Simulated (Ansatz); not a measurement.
The same carbene extrusion along the group O, S, Se, Te.

Isolated molecules relaxed with PBE0-D4/def2-TZVP in Ansatz; ΔE leaves out vibrations. CCSD(T)/CBS adds triple-zeta CCSD(T) − MP2 to the extrapolated MP2 energy (def2 sets, frozen cores). This one scheme is used for every species. Functionals use def2-TZVPP. B3LYP here is the variant with VWN-RPA as its local correlation; programs differ in this. def2 core potentials past Kr. For Se, Te outer-core shells are correlated without core-valence functions, which leaves a few kJ/mol of doubt a bond. Scalar relativity is left out up to krypton. One conformer a species, not always the lowest.

```csv
reaction,ωB97M-V (eV),PBE0-D4 (eV),B3LYP-D4 (eV),r2SCAN-D4 (eV)
`OC(F)[SiH3]` → `[CH]F` + silanol,2.51,2.83,2.53,2.76
`FC([SiH3])S` → `[CH]F` + `[SiH3]S`,2.97,3.22,2.99,3.20
`FC([SiH3])[SeH]` → `[CH]F` + `[SiH3][SeH]`,2.93,3.17,2.97,3.17
`FC([SiH3])[TeH]` → `[CH]F` + `[SiH3][TeH]`,2.95,3.17,3.00,3.19
```

(1) Give the CCSD(T)/CBS values in the same order. (An estimate is asked.)

Largest T1 diagnostic: 0.018, for `[CH]F`.

Results:

(1) Ansatz gave: 2.46, 2.96, 2.94, 3.00 eV.
